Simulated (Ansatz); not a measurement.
A nudged elastic band was laid between two geometries of BrH + Cl2FGeH (7 atoms, charge 0, multiplicity 1).

The calculation used Ansatz, RKS PBE0-D4/def2-SVP.

```yaml
movable_images: 5
climbing_image: yes
spring: 5.0 eV/Å²
optimiser: quadratic models (default)
start_path: through a guess of the saddle point
force_threshold: 0.05 eV/Å
iteration_limit: 60
end_points: relaxed
```

First end point:

```xyz
7
Properties=species:S:1:pos:R:3
Ge -0.154 0.264 -0.226
F 0.027 0.015 1.488
Cl 1.809 0.372 -1.025
H -0.945 1.552 -0.420
Cl -1.162 -1.446 -0.975
Br 1.773 -2.824 1.950
H 1.031 -1.609 2.071
```

Last end point:

```xyz
7
Properties=species:S:1:pos:R:3
Ge 0.328 -0.469 -0.460
F -0.092 0.079 2.802
Cl 1.803 0.338 -1.779
H -0.290 0.609 0.417
Cl -1.146 -1.472 -1.637
Br 1.372 -2.068 0.842
H 0.404 -0.695 2.678
```

(1) What changes between the two ends?

(2) What energy profile does the band end with?

(3) What is the geometry of the highest image?

(4) What are the harmonic wavenumbers there?

## Answers

(1) Bonds broken: Ge1–F2, Br6–H7. Bonds formed: Ge1–Br6, F2–H7. BrH + Cl2FGeH becomes BrCl2GeH + FH.

(2) The forces met the threshold. The highest image is number 3 of 0 to 6, 1.02 eV above the first end and 1.13 eV above the last; the last end lies 0.10 eV below the first. A vibrational analysis at the climbing image gives one clearly imaginary mode, 456i cm⁻¹: a first-order saddle point. The orbitals stay closed-shell, which can raise the energy where a bond breaks towards radicals; this wasn't checked here.

| image | path coordinate (Å) | energy (eV) | Ge1–F2 (Å) | Br6–H7 (Å) | Ge1–Br6 (Å) |
| --- | --- | --- | --- | --- | --- |
| 0 | 0.00 | 0.00 | 1.74 | 1.43 | 4.24 |
| 1 | 0.56 | 0.05 | 1.75 | 1.43 | 3.73 |
| 2 | 1.13 | 0.45 | 1.79 | 1.46 | 3.18 |
| 3 | 1.69 | 1.02 | 1.96 | 1.69 | 2.76 |
| 4 | 2.33 | 0.54 | 2.38 | 2.01 | 2.44 |
| 5 | 2.97 | 0.07 | 2.87 | 2.20 | 2.34 |
| 6 | 3.60 | -0.10 | 3.33 | 2.49 | 2.31 |

(3) 
```xyz
7
Properties=species:S:1:pos:R:3
Ge 0.131 -0.184 -0.076
F 0.035 -0.029 1.879
Cl 1.968 0.264 -1.076
H -0.655 1.128 -0.117
Cl -1.150 -1.620 -1.008
Br 1.418 -2.245 1.227
H 0.633 -0.991 2.035
```

(4) 456i, 36, 108, 131, 151, 253, 401, 418, 464, 759, 775, 794, 969, 1374, 2204 cm⁻¹.

The run took 98 s on 4 threads of AMD EPYC 7B13 (Zen 3), with other jobs on the host, peak memory 0.42 GiB.
